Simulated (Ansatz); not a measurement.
Reaction (ligand exchange at the Si–C bond): `C=N[SiH](C)O` + H₂S → `C=N[SiH](O)S` + CH₄

Computed with Ansatz on PBE0-D4/def2-TZVP structures; ΔE is electronic, products minus reactants. CBS: MP2 limit from def2 TZ/QZ plus the TZ coupled-cluster correction, frozen cores. This one scheme is used for every species. DFT in def2-TZVPP. One conformer a species, not always the lowest.

```tsv
level	ΔE (kJ/mol)
LDA (SPW92)	-64.5
BHLYP-D4	-68.3
PBE-QIDH	-69.1
SCS-MP2/def2-QZVPP	-68.5
```

What does CCSD(T)/CBS give? (Best estimate.)

The calculation gave: -66.8 kJ/mol. The listed levels differ from it by 2.3, -1.5, -2.3, -1.7 kJ/mol.

Largest T1 diagnostic among the species: 0.013.

Leaving LDA and LC-ωPBE aside and taking each functional with its dispersion term where it has one, the values, not all of them listed here, spread over 6.4 kJ/mol, from B97M-V to CAM-B3LYP-D4. LDA lies +4.1 kJ/mol from PBE without D4. At CCSD(T), def2-SVP lies +5.8 kJ/mol from the extrapolated value and def2-TZVPP +2.5 kJ/mol.

CCSD(T)/CBS has its own doubt, a few kJ/mol and more with outer-core shells, so smaller differences from it don't rank the levels.
